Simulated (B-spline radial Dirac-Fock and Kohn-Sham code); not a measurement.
# Binding energies of Rb¹⁹⁺ at several levels of theory

System: the Rb¹⁹⁺ ion, [Ne] 3s2 3p6.

The density-functional columns are spherical, spin-unpolarised Dirac-Kohn-Sham results without Breit or QED terms: −ε is minus the orbital energy of the initial state and ΔSCF the difference of two total energies. The reference in the last column comes from Dirac-Fock (average of configuration) total-energy differences with a finite nucleus, the Breit interaction including its frequency dependence, and self-energy and vacuum-polarisation corrections. All numbers are from a radial finite-basis atomic code, in eV; a selection of levels is shown. For the 1s level of heavy atoms much of the gap between ΔSCF and the reference is the Breit and QED part, -36.5 eV here; for other levels the error of the functional can be larger.

| level | LDA −ε | LDA ΔSCF | Dirac-Fock |
| --- | --- | --- | --- |
| K | 15739.8 | 15997.3 | 15966.3 |
| L1 | 2738.7 | 2798.1 | 2829.4 |
| L2 | 2557.3 | 2626.9 | 2626.5 |
| L3 | 2496.1 | 2564.0 | 2566.0 |
| M1 | 909.1 | 933.9 | 946.1 |
| M2 | 846.2 | 871.7 | 869.0 |
| M3 | 833.4 | 858.6 | 856.5 |

For the outermost level NIST gives 857 ± 3 eV (semi-empirical); the differences from it are LDA −ε -23.59, LDA ΔSCF +1.58, Dirac-Fock -0.51 eV.

Values without a named source are computed, but for edge energies of neutral atoms, which are taken from tables.
